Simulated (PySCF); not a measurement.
CHCl2F3Si.

```xyz
8

Si     0.5166     0.5805     0.0000
Cl     1.4085    -0.1601     1.6772
Cl     1.4085    -0.1601    -1.6772
C     -1.3065    -0.0300     0.0000
F     -1.4028    -1.3664     0.0000
F     -1.9555     0.4300    -1.0855
F     -1.9555     0.4300     1.0855
H      0.5427     2.0550     0.0000
```

Coordinates come from a ωB97X-D3(BJ)/def2-SVP optimisation.

Calculation: PBE0/pcSseg-1 (PySCF). Non-relativistic, no solvent.

Computed absolute GIAO shielding of each atom: isotropic value and principal components (ppm):
```
atom  σ(iso)    σ11    σ22     σ33   span
----  ------  -----  -----  ------  -----
Si1    350.3  300.6  374.9   375.4   74.8
Cl2    899.5  779.7  901.6  1017.1  237.3
Cl3    899.5  779.7  901.6  1017.1  237.3
C4      52.7   50.7   53.7    53.8    3.2
F5     255.5  166.2  266.6   333.8  167.6
F6     252.4  158.7  265.6   333.1  174.4
F7     252.4  158.7  265.6   333.1  174.4
H8      25.8   22.3   23.4    31.7    9.3
```
